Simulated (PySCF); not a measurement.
[TaF4]+: from structure and modes to constants

Level of theory: PySCF, PBE0, basis Ta def2-SVP with ECP60, F def2-SVP (scalar-relativistic core potentials, no spin–orbit coupling, density fitting).

The singlet minimum has Td symmetry. Masses (u): Ta 180.94800, F 18.99840.

```xyz
5
charge 1 multiplicity 1, angstrom
Ta    0.0000    0.0000    0.0000
F    -1.0452   -1.0452   -1.0452
F     1.0452    1.0452   -1.0452
F    -1.0452    1.0452    1.0452
F     1.0452   -1.0452    1.0452
```

Harmonic wavenumbers (cm⁻¹): 169.1 (t2, ×3), 191.3 (e, ×2), 799.1 (a1, ×1), 802.6 (t2, ×3).

Q: Find the principal moments of inertia and the rotational constants. What kind of rotor is it?

A: About the centre of mass I = 166.05, 166.05, 166.05 u Å². With B = 16.8576/I this gives 0.1015, 0.1015, 0.1015 cm⁻¹. The molecule is a spherical top.

Q: What is the harmonic zero-point energy?

A: Half the sum of all 9 wavenumbers, 4097/2 = 2048 cm⁻¹, which is 24.5 kJ/mol (1 cm⁻¹ = 0.0119627 kJ/mol).

Stability towards spin polarisation was not tested. This need not be the most stable arrangement of these atoms. No spin–orbit coupling is included, which matters more the heavier the element.
